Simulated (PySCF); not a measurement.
This PySCF input asks for the NMR shieldings of SMILES B[C@]1(C)[C@@H](B(F)F)C[C@@H]1F, C5H9B2F3; the geometry comes from GFN2-xTB.

```python
import basis_set_exchange as bse
import numpy as np
from pyscf import gto, dft
from pyscf.prop import nmr

atoms = """
B    -1.712589    0.309497    1.214569
C    -0.582461    0.106989    0.129682
C    -1.094156   -0.836343   -0.967771
C     0.869960   -0.242851    0.628664
B     1.482478   -1.588469    0.087511
F     2.296359   -1.655233   -0.949115
F     1.211912   -2.763308    0.621349
C     1.381873    1.079393    0.016747
C    -0.021972    1.418288   -0.481301
F    -0.529519    2.575165    0.068111
H    -1.549770   -0.017086    2.322769
H    -2.724738    0.782720    0.879346
H    -0.335703   -0.981483   -1.736000
H    -1.986284   -0.421956   -1.432087
H    -1.343891   -1.806158   -0.543293
H     0.906792   -0.230917    1.719583
H     1.746097    1.796355    0.748476
H     2.121805    0.961554   -0.771717
H    -0.145997    1.523095   -1.562983
"""
names = dict.fromkeys(["B", "C", "F", "H"], "pcSseg-1")
basis = {el: gto.basis.parse(bse.get_basis(n, elements=[el], fmt="nwchem")) for el, n in names.items()}
mol = gto.M(atom=atoms, basis=basis, charge=0, verbose=0)
mf = dft.RKS(mol, xc="PBE0")
mf.grids.level = 2
mf.grids.alignment = dft.numint.BLKSIZE   # the property module wants whole blocks of grid points
mf.conv_tol = 1e-9
mf.kernel()

calc = nmr.RKS(mf)   # GIAO
C = mf.mo_coeff
Co = C[:, mf.mo_occ > 0]
resp = mf.gen_response(singlet=True, hermi=2)
def vind(x):   # induced exchange potential for any number of trial vectors
    d = np.einsum("pi,xij,qj->xpq", C, 2 * x.reshape(-1, C.shape[1], Co.shape[1]), Co, optimize=True)
    return np.einsum("xpq,pi,qj->xij", resp(d - d.transpose(0, 2, 1)), C, Co, optimize=True).ravel()
mo1, _ = nmr.rhf.solve_mo1(calc, with_cphf=vind)
sigma = calc.kernel(mo1)
for i, s in enumerate(sigma):   # ppm
    print("%2d %-2s %9.2f" % (i, mol.atom_pure_symbol(i), np.trace(s) / 3))
```

Question: Give the expected output.

Answer: 
```
 0 B       6.78
 1 C     136.33
 2 C     167.12
 3 C     160.11
 4 B      71.49
 5 F     237.75
 6 F     239.11
 7 C     159.59
 8 C      81.83
 9 F     362.56
10 H      23.57
11 H      23.74
12 H      30.63
13 H      30.27
14 H      30.81
15 H      28.87
16 H      29.48
17 H      29.05
18 H      26.60
```

These numbers come from an equivalent density-fitted implementation of the same equations, which agrees with the script to about 0.01 ppm for H and up to a few tenths of a ppm for heavy atoms, so last digits may differ.

Size and cost of the density-fitted run: 215 basis functions, 78 s wall time on 1 thread of an Arm Neoverse N1, shared host; peak memory 1 GiB.
